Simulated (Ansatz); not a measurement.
An input meant for C5H15NSn⁺, that is Sn(NMe2)Me3 with one electron fewer (charge 1, doublet).

```yaml
crystal:
  periodic: [false, false, false]
  atoms:
    - {symbol: Sn, position_ang: [-0.109304, 0.006554, -1.445744]}
    - {symbol: N, position_ang: [-0.549963, 0.027733, 2.415718]}
    - {symbol: C, position_ang: [0.151654, 2.254017, 3.800977]}
    - {symbol: C, position_ang: [-0.135830, -2.268097, 3.804864]}
    - {symbol: H, position_ang: [-0.921535, 2.384615, 5.596123]}
    - {symbol: H, position_ang: [-0.286763, 3.978496, 2.715929]}
    - {symbol: H, position_ang: [2.191150, 2.342659, 4.321097]}
    - {symbol: H, position_ang: [-0.782847, -3.925414, 2.720379]}
    - {symbol: H, position_ang: [1.875350, -2.610428, 4.332218]}
    - {symbol: H, position_ang: [-1.222838, -2.260784, 5.596818]}
    - {symbol: C, position_ang: [3.831400, -0.129805, -2.499694]}
    - {symbol: H, position_ang: [4.710837, -1.868937, -1.778909]}
    - {symbol: H, position_ang: [4.843455, 1.505804, -1.713201]}
    - {symbol: H, position_ang: [4.024803, -0.096261, -4.569688]}
    - {symbol: C, position_ang: [-1.830565, 3.450094, -2.740361]}
    - {symbol: H, position_ang: [-2.064942, 3.401391, -4.805652]}
    - {symbol: H, position_ang: [-0.658433, 5.095417, -2.251969]}
    - {symbol: H, position_ang: [-3.699623, 3.671270, -1.858301]}
    - {symbol: C, position_ang: [-2.076430, -3.303652, -2.736484]}
    - {symbol: H, position_ang: [-2.331065, -3.224531, -4.797632]}
    - {symbol: H, position_ang: [-3.946007, -3.403528, -1.835382]}
    - {symbol: H, position_ang: [-1.012485, -5.026650, -2.271049]}
basis:
  gaussian: {orbitals: def2-TZVP}
total_charge: 1
magnetization: {spin_polarized: true, initial_magnetization: 1}
hamiltonian: {xc: {name: B97}}
scf: {omitted_lower_state_checks: [starts]}
output: {forces: true}
```

```sh
$ ansatz run in.yaml --threads 2 --pin off --events-out ev --progress --plain --max-ram 22528MiB --backend cuda --devices 0, --max-vram 18GiB
```

It prints (some lines left out):

```
Functional definition: B97
2147 factors; their error is unknown
mean field evaluation 1: about -12591.7139 eV, gradient 9.5e1 eV
mean field evaluation 2: about -11407.6085 eV, gradient 1.5e2 eV
mean field evaluation 4: about -12037.2404 eV, gradient 1.8e2 eV
mean field evaluation 8: about -12668.0215 eV, gradient 1.1e1 eV
mean field evaluation 16: about -12673.3926 eV, gradient 7.7e-2 eV
mean field evaluation 32: about -12673.4304 eV, gradient 2.8e-5 eV
mean field -12673.43039740 eV, -465.7399767448 hartree, gradient 1.7e-7 eV, S^2 6.275314; 0 other end points of the search recorded, 0 dependent functions left out
reference -12673.43049735 eV, -465.7399804178 hartree; 37, 36 occupied and 289, 290 virtual orbitals, 2147 factors
Total energy: -12673.43049735 eV, -465.7399804178 hartree
Atom 0 at    -0.109304     0.006554    -1.445744 Å, force    -0.110642     0.005348    -0.044859 eV/Å
Atom 1 at    -0.549963     0.027733     2.415718 Å, force     0.221538    -0.013119     0.287302 eV/Å
Atom 2 at     0.151654     2.254017     3.800977 Å, force     0.387102     1.985363     1.177014 eV/Å
Atom 3 at    -0.135830    -2.268097     3.804864 Å, force     0.128720    -2.019066     1.176760 eV/Å
Atom 4 at    -0.921535     2.384615     5.596123 Å, force     1.213599    -0.167101    -2.074718 eV/Å
Atom 5 at    -0.286763     3.978496     2.715929 Å, force     0.514908    -2.078652     1.269450 eV/Å
Atom 6 at     2.191150     2.342659     4.321097 Å, force    -2.241403    -0.125768    -0.601523 eV/Å
Atom 7 at    -0.782847    -3.925414     2.720379 Å, force     0.767864     2.002515     1.270908 eV/Å
Atom 8 at     1.875350    -2.610428     4.332218 Å, force    -2.202642     0.403617    -0.608690 eV/Å
Atom 9 at    -1.222838    -2.260784     5.596818 Å, force     1.230102     0.010925    -2.068783 eV/Å
Atom 10 at     3.831400    -0.129805    -2.499694 Å, force     2.382608    -0.080404    -0.632154 eV/Å
Atom 11 at     4.710837    -1.868937    -1.778909 Å, force    -1.073984     2.157449    -0.899704 eV/Å
Atom 12 at     4.843455     1.505804    -1.713201 Å, force    -1.238382    -2.029651    -0.980700 eV/Å
Atom 13 at     4.024803    -0.096261    -4.569688 Å, force    -0.223184    -0.042191     2.554554 eV/Å
Atom 14 at    -1.830565     3.450094    -2.740361 Å, force    -0.926989     1.984255    -0.701461 eV/Å
Atom 15 at    -2.064942     3.401391    -4.805652 Å, force     0.274462     0.070600     2.470573 eV/Å
Atom 16 at    -0.658433     5.095417    -2.251969 Å, force    -1.472105    -2.002566    -0.616132 eV/Å
Atom 17 at    -3.699623     3.671270    -1.858301 Å, force     2.239684    -0.246740    -1.065358 eV/Å
Atom 18 at    -2.076430    -3.303652    -2.736484 Å, force    -1.074619    -1.914319    -0.704333 eV/Å
Atom 19 at    -2.331065    -3.224531    -4.797632 Å, force     0.299380    -0.106841     2.473194 eV/Å
Atom 20 at    -3.946007    -3.403528    -1.835382 Å, force     2.247779     0.101486    -1.092249 eV/Å
Atom 21 at    -1.012485    -5.026650    -2.271049 Å, force    -1.343796     2.104860    -0.589090 eV/Å
Dipole moment:     0.195551    -0.009516    -0.576109 e Å
Checks for a lower state left out: starts
```

**Question.** Something in this input is off. What?

**Answer.** The coordinates are in bohr but typed as ångström. The calculation finished and met its thresholds. The result belongs to that input, not to the species as meant. The charge 1 doublet is spin-contaminated (final ⟨S²⟩ up to 6.28, 0.75 for a pure state).
